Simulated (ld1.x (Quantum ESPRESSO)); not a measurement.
Configuration tests for I (TM)

- Element: I (Z = 53)
- Generator: ld1.x (Quantum ESPRESSO) 7.5
- Type: norm-conserving Troullier–Martins (Kleinman–Bylander form)
- Functional: PBE
- Relativity: scalar-relativistic
- Frozen core: [Kr]
- Valence charge: 17
- Reference configuration: 4d10 5s2 5p2 (charge +3)
- Partial waves: 5s (bound): rc 1.65 bohr; 4d (bound): rc 1.15 bohr; 5p (bound): rc 1.55 bohr
- Local potential: the p channel
- Core correction: a·sin(br)/r model core, default radius (core density twice the valence density)

Energies are relative to the spin-unpolarised reference configuration 4d10 5s2 5p2; without spin polarisation the order of configurations can differ from experiment. The frozen-core shift is the all-electron ΔE with the core orbitals held at their reference shape minus the fully relaxed ΔE.

| valence configuration | charge | ΔE all-electron (eV) | error AE − PS (meV) | frozen-core shift (meV) |
| --- | --- | --- | --- | --- |
| 4d10 5s2 5p4 | +1 | -49.174 | +49 | -7.2 |
| 4d10 5s1 5p6 | 0 | -49.891 | +76 | -10 |
| 4d9 5s2 5p6 | 0 | -14.443 | -549 | +116 |
| 4d10 5s2 5p5.3 | -0.3 | -62.088 | +96 | -8.2 |
| 4d10 5s2 5p1 | +4 | 39.425 | -5.0 | +11 |

Problem. What are ΔE and the potential's error for 4d10 5s2 5p5?

Solution. ΔE = -60.305 eV all-electron; the error (AE − PS) is +86 meV.

Problem. What are ΔE and the potential's error for 4d10 5s2 5p3?

Solution. ΔE = -29.328 eV all-electron; the error (AE − PS) is +17 meV.

Levels in the configuration 4d10 5s2 5p1:

| level | all-electron (eV) | pseudo (eV) |
| --- | --- | --- |
| 4d | -95.045 | -94.975 |
| 5s | -57.496 | -57.481 |
| 5p | -44.663 | -44.655 |

A variational frozen-core shift is positive and of second order in the change. This column holds negative values, so the frozen-core run of ld1.x carries numerical noise or an error of first order here, and the column gives no more than the rough size of the effect.

Note: ghost state, extra bound levels that the all-electron valence spectrum of the same l lacks: s at -223.6 eV. A true bound ghost makes a file unfit for plane-wave use.
